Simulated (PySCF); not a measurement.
ICl₃: from structure and modes to constants

Method: B3LYP/[I def2-SVP with ECP28, Cl def2-SVP], scalar-relativistic core potentials, density fitting, no spin–orbit coupling, PySCF.

The singlet minimum has D3h symmetry. Masses (u): I 126.90447, Cl 34.96885.

```xyz
4
charge 0 multiplicity 1, angstrom
I     0.0000    0.0000    0.0000
Cl    2.4927    0.0000    0.0000
Cl   -1.2463    2.1587    0.0000
Cl   -1.2464   -2.1587    0.0000
```

Harmonic wavenumbers (cm⁻¹): 42.4 (e', ×2), 134.5 (a2'', ×1), 291.0 (a1', ×1), 296.8 (e', ×2).

Question: Find the principal moments of inertia and the rotational constants. What kind of rotor is it?

Answer: About the centre of mass I = 325.92, 325.92, 651.84 u Å². With B = 16.8576/I this gives 0.05172, 0.05172, 0.02586 cm⁻¹. The molecule is an oblate symmetric top.

Question: What is the harmonic zero-point energy?

Answer: Half the sum of all 6 wavenumbers, 1104/2 = 552 cm⁻¹, which is 6.6 kJ/mol (1 cm⁻¹ = 0.0119627 kJ/mol).

Question: Give the standard entropy (298.15 K, 1 bar) by its translational, rotational, vibrational and spin parts, and Cp.

Answer: Sackur–Tetrode with M = 231.81 u gives 176.8; rotation with symmetry number 6 gives 108.7; vibration 73.2; spin R ln 1 = 0.0. The total is 358.7 J/(mol K), and Cp = 4 R + 45.7 = 79.0 J/(mol K).

Only a few start shapes were tried, so a lower isomer may exist.
